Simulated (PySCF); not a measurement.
**NdH3: umbrella curve**

All numbers come from PySCF, PBE0, basis Nd lcecp-1-TZVP with ECP49, H def2-TZVP (scalar-relativistic core potentials, no spin–orbit coupling, density fitting).

Rigid scan from the valence singlet (4f shell in the core) minimum (Nd–H 2.042 Å (×3); H–Nd–H 110.4° (×3)). Coordinate: angle between each bond and the threefold axis, bonds fixed. Energies in kJ/mol from the minimum.

| angle of the bonds to the threefold axis (°) | E (kJ/mol) | dipole size (D) |
| --- | --- | --- |
| 55 | 25.6 | 7.46 |
| 60 | 11.9 | 6.79 |
| 65 | 3.6 | 5.98 |
| 70 | 0.2 | 5.05 |
| 75 | 0.8 | 3.98 |
| 80 | 3.7 | 2.76 |
| 85 | 6.9 | 1.42 |
| 90 | 8.2 | 0.00 |

With the bonds held, the planar shape lies 8.2 kJ/mol from the minimum.

The 4f shell sits in the core potential, so its spin is not counted.

Other isomers or separated fragments may lie lower.
